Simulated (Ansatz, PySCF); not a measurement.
C₃H₇BO₂, SMILES OB1CC(O)C1. Atoms are numbered in the order given.

```xyz
13

O      2.2326     0.9579     0.1914
B      1.0061     0.4233     0.0238
C     -0.4411     1.0551     0.1238
C     -0.9108    -0.4177     0.3547
O     -2.0418    -0.8663    -0.3527
C      0.4129    -1.0384    -0.1626
H      2.9421     0.3041     0.1327
H     -0.7104     1.8186     0.8691
H     -0.7850     1.3849    -0.8734
H     -1.0161    -0.6105     1.4420
H     -2.7998    -0.3398    -0.0651
H      0.2826    -1.2688    -1.2356
H      0.7987    -1.9356     0.3448
```
Charge 0, spin multiplicity 1.

The structure is a stationary point at B3LYP-D3(BJ)/def2-SVP. This is a generated structure with no PubChem entry under its InChIKey; it may be hypothetical. Other conformers were not sampled.

Two levels are set side by side: PBE-D3(BJ)/def2-SVP (Ansatz, a first-principles code) and B3LYP-D3(BJ)/def2-SVP (Ansatz). Each level has its own optimised geometry; the coordinates shown are those of the second. Frequencies come from the Hessian of PySCF at each geometry. Differences are taken from unrounded values.

```csv
quantity,B3LYP-D3(BJ)
mean bond length (Å),1.269
bond O1–B2 (Å),1.348
bond B2–C3 (Å),1.582
bond B2–C6 (Å),1.588
bond C3–C4 (Å),1.563
bond C4–O5 (Å),1.407
bond C4–C6 (Å),1.551
bond O1–H7 (Å),0.967
bond C3–H8 (Å),1.100
bond C3–H9 (Å),1.105
bond C4–H10 (Å),1.109
bond O5–H11 (Å),0.967
bond C6–H12 (Å),1.105
bond C6–H13 (Å),1.101
highest harmonic wavenumber (cm⁻¹),3827
mean harmonic wavenumber (cm⁻¹),1390
zero-point energy (kcal/mol),65.56
```

Q: What does PBE-D3(BJ) give, and how far is it from B3LYP-D3(BJ)? (An estimate is asked for; the answer gives what the named calculation found.)

A: 
```csv
quantity,PBE-D3(BJ),PBE-D3(BJ) minus B3LYP-D3(BJ)
mean bond length (Å),1.275,0.006
bond O1–B2 (Å),1.358,0.009
bond B2–C3 (Å),1.585,0.002
bond B2–C6 (Å),1.591,0.002
bond C3–C4 (Å),1.567,0.004
bond C4–O5 (Å),1.413,0.005
bond C4–C6 (Å),1.553,0.002
bond O1–H7 (Å),0.975,0.009
bond C3–H8 (Å),1.108,0.007
bond C3–H9 (Å),1.113,0.008
bond C4–H10 (Å),1.119,0.010
bond O5–H11 (Å),0.975,0.009
bond C6–H12 (Å),1.113,0.008
bond C6–H13 (Å),1.108,0.007
highest harmonic wavenumber (cm⁻¹),3712,-115
mean harmonic wavenumber (cm⁻¹),1352,-37
zero-point energy (kcal/mol),63.80,-1.76
```

Exact exchange shortens and stiffens bonds; PBE has none. Differences between two approximate levels are no errors against the true value.
